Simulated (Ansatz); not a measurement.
`C[CH]([GeH3])Br` + `F[SiH](F)S` → `F[SiH](F)[S][GeH3]` + `CCBr`  (ligand exchange at a Ge–C bond)

Calculated with Ansatz (gas phase, PBE0-D4/def2-TZVP geometries, no zero-point term in ΔE). CBS: MP2 limit from def2 TZ/QZ plus the TZ coupled-cluster correction, frozen cores. Functionals use def2-TZVPP. B3LYP here is the variant with VWN-RPA as its local correlation; programs differ in this. For Br, Ge outer-core shells are correlated without core-valence functions, which leaves a few kJ/mol of doubt a bond. Scalar relativity is left out up to krypton. Each species was taken in one conformer, which may not be the lowest.

(1) Is it downhill or uphill in electronic energy at CCSD(T)/CBS, and by how much? (Best estimate.)

(2) What do these levels give: PBE-D4, r2SCAN-D4, B3LYP-D4, ωB97M-V, B2PLYP, PBE0, HF/def2-TZVPP, CCSD(T)/def2-TZVPP, HF/def2-QZVPP, MP2/def2-QZVPP, MP2/CBS(def2), CCSD/CBS(def2)? (Best estimate.)

Largest T1 diagnostic among the species: 0.012.

Results:

(1) Computed: Downhill: ΔE = -70.8 kJ/mol.

(2) Computed: PBE-D4 -77.3, r2SCAN-D4 -79.4, B3LYP-D4 -79.3, ωB97M-V -76.2, B2PLYP -77.0, PBE0 -80.3, HF/def2-TZVPP -87.9, CCSD(T)/def2-TZVPP -70.4, HF/def2-QZVPP -88.3, MP2/def2-QZVPP -71.5, MP2/CBS(def2) -71.5, CCSD/CBS(def2) -72.0 kJ/mol.

In def2-TZVPP, CCSD(T) changes the Hartree–Fock value by +17.5 kJ/mol (the triples alone add +1.2 kJ/mol) and MP2 by +16.7 kJ/mol.
